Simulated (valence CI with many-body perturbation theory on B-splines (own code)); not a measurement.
**I⁴⁺ in three bases**

Computed by configuration interaction combined with many-body perturbation theory (CI+MBPT): three valence electrons over a frozen Dirac-Fock core [Kr] 4d10, radial functions for each j: 9 s, 9 p, 8 d, 6 f, 3 g, 1 h, with the one-electron correlation potential Σ1 (screened to all orders), the two-electron term Σ2, the three-electron term Σ3, Breit, model QED; selected single and double excitations, second order for the rest, scaled by the run's own slope (own B-spline code, finite nucleus).

No measured levels were compared; by estimate levels hold to about 250 cm⁻¹ or 0.2 % of their energy and the worst to 1 %, as in measured heavy ions of charge 2 to 7; those with d or f electrons hold less well.

The reference run has the lowest level 5s2.5p 2P°_1/2 and an ionisation energy of 51.4568 eV. Its largest variational space holds 10379 state functions.

Names give the largest LS component (configuration and term), which can be under half, so a name can repeat, a term be missing and a line seem to break the LS rules; names also repeat where a configuration has a term twice.

Changed runs:
A. basis 6 s, 6 p, 5 d, 3 f, 1 g
B. basis 5 s, 5 p, 4 d, 2 f

Excitation energies of the reference run in cm⁻¹, and shifts in cm⁻¹:

```
                 Level  Reference        A        B
        5s2.5p 2P°_3/2      12227     -8.7     -7.0
         5s.5p2 4P_1/2      80707     -120     -255
         5s.5p2 4P_3/2      86596     -131     -280
         5s.5p2 4P_5/2      92274     -120     -247
         5s.5p2 2D_3/2     108673      -13      +68
         5s.5p2 2D_5/2     111708      -25      +30
         5s.5p2 2P_1/2     125995      +97     +390
         5s.5p2 2S_1/2     138516      +97     +426
         5s.5p2 2P_3/2     139865      +79     +316
         5s2.5d 2D_3/2     154544      +69     +591
         5s2.5d 2D_5/2     155982      +66     +601
         5s2.6s 2S_1/2     177414      -64     -174
Ionisation energy (eV)    51.4568  -0.0157  -0.0426
```
